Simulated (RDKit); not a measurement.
Input for RDKit: UFF on BrHOSe (SMILES O[Se]Br), a point of a torsion scan.

```python
from rdkit import Chem
from rdkit.Chem import AllChem, rdDetermineBonds

blocks = [
'''4

O    -1.16481480    0.25782988    0.28540854
Se    0.44532447    0.92941067   -0.14122974
Br   -0.19074627    3.02385674   -0.78016549
H    -1.37626015   -0.50893913   -0.25424943
''',
]
mol = None
for b in blocks:
    f = Chem.MolFromXYZBlock(b)
    rdDetermineBonds.DetermineBonds(f, charge=0)
    mol = f if mol is None else Chem.CombineMols(mol, f)
Chem.SanitizeMol(mol)
print(Chem.MolToSmiles(Chem.RemoveHs(mol)))
ff = AllChem.UFFGetMoleculeForceField(mol, vdwThresh=100.0, ignoreInterfragInteractions=False)
e = ff.CalcEnergy()
print(f'UFF energy {e:.6f} kcal/mol')
```

Program output:

```
O[Se]Br
UFF energy 6.613472 kcal/mol
```

The run finished.

Cost: about 0.010 core-seconds (a rough figure).
